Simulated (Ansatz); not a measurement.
A nudged elastic band was laid between two geometries of CH5As (7 atoms, charge 0, multiplicity 1).

Computed with RKS r2SCAN-D4/def2-TZVP (Ansatz 0.2.0).

```
movable images  : 7
climbing image  : yes
spring          : 5.0 eV/Å²
optimiser       : quadratic models (default)
start path      : through a guess of the saddle point
force threshold : 0.05 eV/Å
iteration limit : 60
end points      : relaxed
```

Image 0:

```xyz
7
Properties=species:S:1:pos:R:3
C -0.062 -0.754 -0.256
As 0.727 0.809 0.667
H -0.248 -1.532 0.484
H 0.664 -1.129 -0.977
H -0.990 -0.507 -0.767
H -0.577 1.274 1.303
H 0.548 1.771 -0.500
```

Image 8:

```xyz
7
Properties=species:S:1:pos:R:3
C -0.619 -0.927 -0.545
As 0.379 0.423 0.153
H -0.582 -1.804 0.102
H 1.816 0.006 0.290
H -1.639 -0.590 -0.735
H 0.274 1.236 1.480
H 0.431 1.590 -0.791
```

Which bonds break or form, and what moves?

Bonds broken: C1–H4. Bonds formed: As2–H4.

Give the energies along the band, and the barrier.

The forces met the threshold. The highest image is number 5 of 0 to 8, 390.1 kJ/mol above the first end and 122.0 kJ/mol above the last; the last end lies 268.0 kJ/mol above the first. Neighbouring images differ by up to 1.7 eV, so the band resolves the path poorly. A vibrational analysis at the climbing image gives one clearly imaginary mode, 1019i cm⁻¹: a first-order saddle point. The orbitals stay closed-shell, which can raise the energy where a bond breaks towards radicals; this wasn't checked here.

| image | path coordinate (Å) | energy (kJ/mol) | C1–H4 (Å) | As2–H4 (Å) |
| --- | --- | --- | --- | --- |
| 0 | 0.00 | 0.0 | 1.09 | 2.54 |
| 1 | 0.36 | 9.9 | 1.09 | 2.39 |
| 2 | 0.72 | 54.2 | 1.10 | 2.14 |
| 3 | 1.09 | 177.2 | 1.25 | 1.88 |
| 4 | 1.45 | 337.7 | 1.57 | 1.70 |
| 5 | 1.81 | 390.1 | 1.91 | 1.58 |
| 6 | 2.27 | 344.0 | 2.23 | 1.50 |
| 7 | 2.72 | 282.0 | 2.52 | 1.49 |
| 8 | 3.18 | 268.0 | 2.74 | 1.50 |

What is the geometry of the highest image?


```xyz
7
Properties=species:S:1:pos:R:3
C -0.551 -0.787 -0.317
As 0.493 0.550 0.407
H -0.285 -1.762 0.068
H 1.346 -0.545 -0.351
H -1.545 -0.669 -0.737
H -0.072 1.530 1.524
H 0.675 1.614 -0.641
```

Run time: 59 s on 2 threads of AMD EPYC 9R45 (Zen 5) (shared host), peak memory 0.2 GiB.
